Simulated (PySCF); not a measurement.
`CCC[C@@H]1OCCO[C@@H]1F`: 4 charge schemes on one density

Species: C7H13FO2.
Cartesian coordinates in Å at the PBE0-D3(BJ)/def2-SVP level; atoms count from 1:
```xyz
23
C7H13FO2 angstrom
C     -3.474    0.190   -0.104
C     -2.100   -0.432    0.086
C     -0.985    0.392   -0.539
C      0.392   -0.188   -0.299
O      0.613   -0.260    1.090
C      1.879   -0.783    1.395
C      2.957    0.070    0.767
O      2.756    0.158   -0.634
C      1.503    0.608   -0.979
F      1.379    1.940   -0.644
H     -4.263   -0.420    0.362
H     -3.723    0.297   -1.172
H     -3.520    1.195    0.345
H     -1.882   -0.552    1.159
H     -2.087   -1.450   -0.343
H     -1.141    0.485   -1.628
H     -0.992    1.416   -0.131
H      0.450   -1.211   -0.732
H      1.978   -0.793    2.491
H      1.965   -1.827    1.028
H      3.955   -0.369    0.914
H      2.945    1.080    1.211
H      1.428    0.530   -2.076
```

Density: PBE0/pcSseg-1 (PySCF); schemes: Mulliken, IAO, Hirshfeld and ESP-fitted. One conformer (not necessarily the lowest) at the PBE0-D3(BJ)/def2-SVP geometry, without solvent, vibrations or thermal averaging.

**Question.** What partial charge does each atom carry?

**Answer.** In e; atoms taken as equivalent share a row and are averaged (×n: the atom named and its like, n in all):

```tsv
atom	environment	Mulliken	IAO	Hirshfeld	ESP-fitted
C1	methyl carbon	-0.266	-0.407	-0.113	-0.396
C2	chain CH2 carbon	-0.277	-0.244	-0.067	+0.401
C3	chain CH2 carbon	-0.198	-0.255	-0.076	-0.372
C4	sp3 carbon bound to oxygen	-0.021	+0.062	+0.027	+0.072
O5	cyclic ether oxygen	-0.508	-0.394	-0.130	-0.250
C6	sp3 carbon bound to oxygen	+0.041	-0.066	-0.005	-0.128
C7	sp3 carbon bound to oxygen	+0.036	-0.078	-0.007	+0.087
O8	cyclic ether oxygen	-0.504	-0.385	-0.146	-0.400
C9	sp3 C–F carbon	+0.506	+0.334	+0.117	+0.311
F10	alkyl fluorine	-0.334	-0.333	-0.113	-0.228
H11/H12/H13	methyl hydrogen	+0.113	+0.134	+0.038	+0.088
H14	methylene hydrogen	+0.136	+0.143	+0.032	-0.062
H15	methylene hydrogen	+0.110	+0.122	+0.033	-0.059
H16	methylene hydrogen	+0.117	+0.128	+0.039	+0.093
H17	methylene hydrogen	+0.135	+0.145	+0.033	+0.122
H18	methine hydrogen	+0.102	+0.111	+0.030	+0.073
H19	methylene hydrogen	+0.128	+0.155	+0.055	+0.118
H20	methylene hydrogen	+0.100	+0.117	+0.033	+0.092
H21	methylene hydrogen	+0.125	+0.156	+0.055	+0.086
H22	methylene hydrogen	+0.123	+0.139	+0.037	+0.089
H23	methine hydrogen	+0.107	+0.148	+0.049	+0.087
```

Mean size of the charges over all atoms: IAO 0.188 e, Mulliken 0.183 e, ESP-fitted 0.165 e, Hirshfeld 0.057 e. Each set sums to the total charge, 0, to within 0.001 e. The Hirshfeld scheme weights the molecular density at each point by an atom's share of the summed free-atom densities. The IAO scheme projects the occupied orbitals on a minimal set of polarised atomic orbitals and counts the electrons in each atom's part of it.

Lowest charge. The schemes don't all agree: Mulliken O5 (-0.508); IAO C1 (-0.407); Hirshfeld O8 (-0.146); ESP-fitted O8 (-0.400).

Highest charge. The schemes don't all agree: Mulliken C9 (+0.506); IAO C9 (+0.334); Hirshfeld C9 (+0.117); ESP-fitted C2 (+0.401).

**Question.** How many electrons does the Hirshfeld scheme count on C9?

**Answer.** Z − q = 6 − (+0.117) = 5.883.

**Question.** Sum the charges by element, for elements with more than one atom.

**Answer.** 
```csv
element,atoms,Mulliken,IAO,Hirshfeld,ESP-fitted
C,7,-0.178,-0.655,-0.123,-0.025
O,2,-1.013,-0.778,-0.276,-0.650
H,13,+1.524,+1.766,+0.512,+0.903
```

The run behind these numbers computed NMR shieldings as well. Time: 98 s of wall time; peak memory 1.2 GiB. Hardware: one thread of an Arm Neoverse N1, on a shared host.
